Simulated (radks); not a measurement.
Q: The mean radii <r> (bohr) of the occupied orbitals of an atom or ion are listed with their occupations. Calculated with a radial shooting solver on a logarithmic mesh with Libxc functionals: Dirac Kohn-Sham, LDA (Slater exchange, Perdew-Wang correlation), spin-unpolarised, spherical densities, finite nucleus; Fermi nuclear charge, rms radius of each element as measured or else 0.836 A^(1/3) + 0.57 fm.

| orbital | occ. | <r> |
|---|---|---|
| 1s1/2 | 2 | 0.02459 |
| 2s1/2 | 2 | 0.1048 |
| 2p1/2 | 2 | 0.08798 |
| 2p3/2 | 4 | 0.09419 |
| 3s1/2 | 2 | 0.2787 |
| 3p1/2 | 2 | 0.2683 |
| 3p3/2 | 4 | 0.2805 |
| 3d3/2 | 4 | 0.2515 |
| 3d5/2 | 6 | 0.2553 |
| 4s1/2 | 2 | 0.6353 |
| 4p1/2 | 2 | 0.6530 |
| 4p3/2 | 4 | 0.6800 |
| 4d3/2 | 4 | 0.7303 |
| 4d5/2 | 6 | 0.7397 |
| 5s1/2 | 2 | 1.435 |
| 5p1/2 | 1.66667 | 1.560 |
| 5p3/2 | 3.33333 | 1.619 |

Name the element and its charge. Open shells, if any, are shared by 2j + 1.

A: Z = 58, cerium, charge +5: Ce5+ in [Kr] 4d10 5s2 5p5. The 1s radius gives Z: for a bare nucleus <r> = (2 gamma + 1)/(2Z) with gamma = sqrt(1 - (Z/c)^2), 0.02424 bohr for Z = 58, and screening makes it slightly larger (0.02459 here). The occupations add up to 53, and the charge is Z minus that.
